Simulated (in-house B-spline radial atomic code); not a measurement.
What moves the levels of Ho ([Xe] 4f11 6s2)? Level of theory: Dirac-Hartree-Fock, average of the jj configuration, Fermi nucleus of rms radius 5.0398 fm; calculated with an all-electron radial atomic-structure program (B-spline basis).

Baseline run (computed): total energy -12621.5014 hartree, 1s1/2 at -2056.184 hartree, 6s1/2 at -5.1673 eV with <r> = 4.376 bohr.

Changing the nucleus:

```tsv
nucleus	ΔE (eV)
Fermi nucleus of rms radius 5.0614 fm, A = 152	0.229
Fermi nucleus of rms radius 5.076 fm, A = 153	0.384
Fermi nucleus of rms radius 5.0856 fm, A = 154	0.486
Fermi nucleus of rms radius 5.1076 fm, A = 155	0.72
Fermi nucleus of rms radius 5.1156 fm, A = 156	0.805
Fermi nucleus of rms radius 5.1535 fm, A = 157	1.21
Fermi nucleus of rms radius 5.1571 fm, A = 158	1.25
Fermi nucleus of rms radius 5.1675 fm, A = 159	1.36
Fermi nucleus of rms radius 5.1662 fm, A = 160	1.35
Fermi nucleus of rms radius 5.1785 fm, A = 161	1.48
Fermi nucleus of rms radius 5.1817 fm, A = 162	1.51
Fermi nucleus of rms radius 5.1907 fm, A = 163	1.61
Fermi nucleus of rms radius 5.2022 fm, A = 165	1.74
```

A larger nucleus binds the electrons less, roughly as the density at the nucleus times the change of the nuclear <r²>. The reference is A = 151.
